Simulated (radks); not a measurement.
Results of a calculation; reference values are marked as such.
Sb I, 51 electrons, occupied as [Kr] 4d10 5s2 5p3.

Level of theory: non-relativistic Kohn-Sham, exchange-only LDA, spin-polarised, spherical densities, point nucleus; open shells are filled with parallel spins first (spin-orbit coupling, left out, can overturn this in heavy ions); relativity is left out, which matters for an element this heavy (a radial shooting solver on a logarithmic mesh with Libxc functionals).

Energy parts (eV):
total: -171583.185
kinetic: 171583.185
electron-nucleus: -408128.169
Hartree: 69199.401
exchange: -4237.603

Orbitals (lengths in bohr, moments of r in powers of bohr):
orbital  occ.  eigenvalue (eV)      <r^4>      <r>   <1/r>
1s up       1        -29135.65  3.588e-06  0.02984   50.43
1s down     1        -29135.59  3.588e-06  0.02984   50.43
2s up       1        -4328.924  0.0006433   0.1288   11.54
2s down     1        -4328.901  0.0006432   0.1288   11.54
2p up       3        -4057.926  0.0004198   0.1097   11.56
2p down     3        -4057.882  0.0004198   0.1097   11.56
3s up       1        -844.2078    0.02785   0.3446   4.173
3s down     1        -844.1524    0.02785   0.3446   4.173
3p up       3        -731.4875    0.02692   0.3352   4.100
3p down     3        -731.4274    0.02692   0.3352   4.100
3d up       5        -521.4933    0.02248   0.3058   3.965
3d down     5        -521.4400    0.02248   0.3058   3.965
4s up       1        -135.7085     0.8692   0.8218   1.679
4s down     1        -135.5782     0.8650   0.8213   1.679
4p up       3         -97.5576      1.140   0.8665   1.571
4p down     3         -97.4009      1.128   0.8654   1.572
4d up       5         -33.7750      2.846    1.029   1.297
4d down     5         -33.4383      2.684    1.020   1.305
5s up       1         -11.7822      60.91    2.332  0.5521
5s down     1          -9.4644      59.47    2.299  0.5645
5p up       3          -4.8584      175.8    2.945  0.4352
5p down     0          -2.3892      247.7    3.056  0.4293

The highest occupied level is 5p up at -4.858 eV. The electron density at the nucleus is 9.323e+04 e/bohr^3. Summed over all electrons, <r^2> = 63.81 bohr^2, which gives a Langevin (diamagnetic) susceptibility term of -50.5 x 10^-6 cm^3/mol.
